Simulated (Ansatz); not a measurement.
# Nudged elastic band run: CH5AlBN

Input file:

```yaml
crystal:
  periodic: [false, false, false]
  atoms:
    - { symbol: B, position_ang: [-0.304109, 1.096473, -1.11376] }
    - { symbol: "N", position_ang: [-0.191014, 0.250341, -0.010894] }
    - { symbol: C, position_ang: [0.701794, -0.96606, 0.144237] }
    - { symbol: Al, position_ang: [-0.436016, -0.466131, 1.599468] }
    - { symbol: H, position_ang: [0.363808, 0.898403, -2.11092] }
    - { symbol: H, position_ang: [-1.077142, 2.031922, -1.062207] }
    - { symbol: H, position_ang: [0.465322, -1.791716, -0.54435] }
    - { symbol: H, position_ang: [1.779425, -0.743062, 0.121151] }
    - { symbol: H, position_ang: [-1.213769, -0.35647, 2.960276] }
basis:
  gaussian: { orbitals: def2-SVP }
hamiltonian:
  xc: pbe0
  dispersion: d4
neb:
  order_check: false
  images: 4
  f_tol: 0.05
  max_iterations: 30
  climbing: false
  final_atoms:
    - { symbol: B, position_ang: [-0.30415729, 1.09637838, -1.11348447] }
    - { symbol: "N", position_ang: [-0.19302419, 0.24888994, -0.0112544] }
    - { symbol: C, position_ang: [0.70129707, -0.9661839, 0.14345245] }
    - { symbol: Al, position_ang: [-0.43649667, -0.46741909, 1.59962729] }
    - { symbol: H, position_ang: [-1.0777118, 2.03127334, -1.06341089] }
    - { symbol: H, position_ang: [0.36604706, 0.89908089, -2.10913624] }
    - { symbol: H, position_ang: [0.46741404, -1.79246456, -0.54510936] }
    - { symbol: H, position_ang: [1.77844179, -0.74103313, 0.12181682] }
    - { symbol: H, position_ang: [-1.21351102, -0.35482187, 2.96049981] }
  initial_path:
    images:
      - { positions_ang: [[-0.304109, 1.096473, -1.11376], [-0.191014, 0.250341, -0.010894], [0.701794, -0.96606, 0.144237], [-0.436016, -0.466131, 1.599468], [0.363808, 0.898403, -2.11092], [-1.077142, 2.031922, -1.062207], [0.465322, -1.791716, -0.54435], [1.779425, -0.743062, 0.121151], [-1.213769, -0.35647, 2.960276]] }
      - { positions_ang: [[-0.27047316, 1.02293949, -1.14122211], [-0.30995358, -0.02431853, -0.24033805], [0.69721827, -0.93076772, 0.1377751], [-0.4718219, -0.34209627, 1.49566356], [-0.1290051, 1.08367406, -2.09202911], [-0.48992418, 1.92585649, -0.83589741], [0.61882026, -1.86376433, -0.26852668], [1.73985832, -0.5461471, 0.06045654], [-1.29641992, -0.3716761, 2.86711916]] }
      - { positions_ang: [[-0.23683731, 0.94940598, -1.16868422], [-0.42889316, -0.29897805, -0.4697821], [0.69264255, -0.89547543, 0.13131321], [-0.50762781, -0.21806155, 1.39185911], [-0.6218182, 1.26894512, -2.07313822], [0.09729363, 1.81979098, -0.60958783], [0.77231851, -1.93581267, 0.00729665], [1.70029163, -0.34923219, -0.00023792], [-1.37907084, -0.38688219, 2.77396232]] }
      - { positions_ang: [[-0.23684697, 0.94938706, -1.16862912], [-0.42929519, -0.29926826, -0.46985418], [0.69254316, -0.89550021, 0.1311563], [-0.50772394, -0.21831916, 1.39189097], [-0.91012216, 1.49551919, -1.86363639], [0.38593144, 1.59322276, -0.81897367], [0.77273692, -1.93596238, 0.00714478], [1.70009499, -0.34882642, -0.00010476], [-1.37901925, -0.38655257, 2.77400708]] }
      - { positions_ang: [[-0.27050213, 1.02288272, -1.14105679], [-0.31115969, -0.02518916, -0.24055429], [0.69692012, -0.93084206, 0.13730437], [-0.47211031, -0.34286913, 1.49575913], [-0.99391698, 1.76339626, -1.46352364], [0.37598925, 1.24615182, -1.46405496], [0.62007548, -1.86421347, -0.26898229], [1.73926839, -0.54492978, 0.06085603], [-1.29626513, -0.37068722, 2.86725345]] }
      - { positions_ang: [[-0.30415729, 1.09637838, -1.11348447], [-0.19302419, 0.24888994, -0.0112544], [0.70129707, -0.9661839, 0.14345245], [-0.43649667, -0.46741909, 1.59962729], [-1.0777118, 2.03127334, -1.06341089], [0.36604706, 0.89908089, -2.10913624], [0.46741404, -1.79246456, -0.54510936], [1.77844179, -0.74103313, 0.12181682], [-1.21351102, -0.35482187, 2.96049981]] }
```

Command:

```bash
$ ansatz run input.yaml --threads 1 --pin off --max-ram 2048MiB --backend cpu --events-out ev --progress --plain --runs-dir out
```

Output, in part (warnings, iteration lines, the closing report on the highest movable image, with atoms numbered from 0):

```
NEB end point (image 0): max|allowed force component| = 9.909e-3 eV/Å (the criterion of neb.relax_end_points is 1.000e-2)
NEB end point (image 5): max|allowed force component| = 5.922e-3 eV/Å (the criterion of neb.relax_end_points is 1.000e-2)
NEB iter   1: max|band force component| = 3.320e1 eV/Å  barrier→ = 6.7181 eV  barrier← = 6.7181 eV  Δτ_max = 0.2000 Å  (167 SCF iters)
NEB iter   2: max|band force component| = 5.116e0 eV/Å  barrier→ = 1.3875 eV  barrier← = 1.3875 eV  Δτ_max = 0.1869 Å  (119 SCF iters)
NEB iter   3: max|band force component| = 2.985e0 eV/Å  barrier→ = 1.3896 eV  barrier← = 1.3896 eV  Δτ_max = 0.1289 Å  (119 SCF iters)
NEB iter   4: max|band force component| = 8.774e-1 eV/Å  barrier→ = 1.0944 eV  barrier← = 1.0944 eV  Δτ_max = 0.0617 Å  (121 SCF iters)
NEB iter   5: max|band force component| = 4.831e-1 eV/Å  barrier→ = 1.0554 eV  barrier← = 1.0554 eV  Δτ_max = 0.1969 Å  (120 SCF iters)
NEB iter   6: max|band force component| = 5.010e-1 eV/Å  barrier→ = 1.0038 eV  barrier← = 1.0038 eV  Δτ_max = 0.1018 Å  (120 SCF iters)
NEB iter   7: max|band force component| = 4.441e-1 eV/Å  barrier→ = 0.9460 eV  barrier← = 0.9460 eV  Δτ_max = 0.1008 Å  (120 SCF iters)
NEB iter   8: max|band force component| = 2.810e-1 eV/Å  barrier→ = 0.8830 eV  barrier← = 0.8830 eV  Δτ_max = 0.1988 Å  (120 SCF iters)
NEB iter   9: max|band force component| = 3.287e-1 eV/Å  barrier→ = 0.7622 eV  barrier← = 0.7622 eV  Δτ_max = 0.1007 Å  (118 SCF iters)
NEB iter  10: max|band force component| = 3.011e-1 eV/Å  barrier→ = 0.6886 eV  barrier← = 0.6886 eV  Δτ_max = 0.0500 Å  (119 SCF iters)
NEB iter  11: max|band force component| = 1.449e-1 eV/Å  barrier→ = 0.6612 eV  barrier← = 0.6612 eV  Δτ_max = 0.0795 Å  (121 SCF iters)
NEB iter  12: max|band force component| = 3.414e-1 eV/Å  barrier→ = 0.6871 eV  barrier← = 0.6871 eV  Δτ_max = 0.0395 Å  (118 SCF iters)
NEB iter  13: max|band force component| = 2.054e-1 eV/Å  barrier→ = 0.6889 eV  barrier← = 0.6888 eV  Δτ_max = 0.0396 Å  (119 SCF iters)
NEB iter  14: max|band force component| = 6.733e-2 eV/Å  barrier→ = 0.6809 eV  barrier← = 0.6809 eV  Δτ_max = 0.0393 Å  (121 SCF iters)
NEB iter  15: max|band force component| = 4.944e-2 eV/Å  barrier→ = 0.6621 eV  barrier← = 0.6621 eV  Δτ_max = 0.0000 Å  (225 SCF iters)
Total energy: -9868.59380340 eV, -362.6641331019 hartree
Atom 0 at    -0.255376     1.089108    -1.123233 Å, force    -0.019390    -0.021026    -0.021677 eV/Å
Atom 1 at    -0.267859     0.110700    -0.102826 Å, force    -0.191458    -0.114582    -0.110260 eV/Å
Atom 2 at     0.765505    -0.947715     0.237001 Å, force     0.092413     0.009901     0.050882 eV/Å
Atom 3 at    -0.606894    -0.549850     1.499916 Å, force    -0.091078    -0.085100    -0.065469 eV/Å
Atom 4 at    -1.152374     1.104278    -1.941856 Å, force    -0.276559     0.278768     0.142686 eV/Å
Atom 5 at     0.612449     1.937344    -1.222918 Å, force     0.315743    -0.244559    -0.109153 eV/Å
Atom 6 at     0.652097    -1.810333    -0.440325 Å, force     0.138880     0.008681     0.103963 eV/Å
Atom 7 at     1.822036    -0.641715     0.291607 Å, force     0.045615     0.172372     0.016184 eV/Å
Atom 8 at    -1.481284    -0.338118     2.785635 Å, force    -0.014166    -0.004454    -0.007156 eV/Å
Dipole moment:    -0.077088    -0.256832     0.459669 e Å
```

The run converged. No image climbed, so the highest image needn't sit at the top of the path.

Final band (atoms are numbered from 1 in the order of the input):

| image | path coordinate (Å) | energy (kJ/mol) | dihedral H6–B1–N2–C3 (°) |
| --- | --- | --- | --- |
| 0 | 0.00 | 0.0 | -180 |
| 1 | 0.93 | 9.9 | -170 |
| 2 | 1.86 | 63.7 | -121 |
| 3 | 2.79 | 63.9 | -59 |
| 4 | 3.72 | 10.2 | -11 |
| 5 | 4.66 | 0.0 | 0 |

Run time: 5.3 min on 1 thread of Intel(R) Xeon(R) Platinum 8259CL CPU @ 2.50GHz (Skylake/Cascade Lake), with other jobs on the host, peak memory 0.19 GiB.
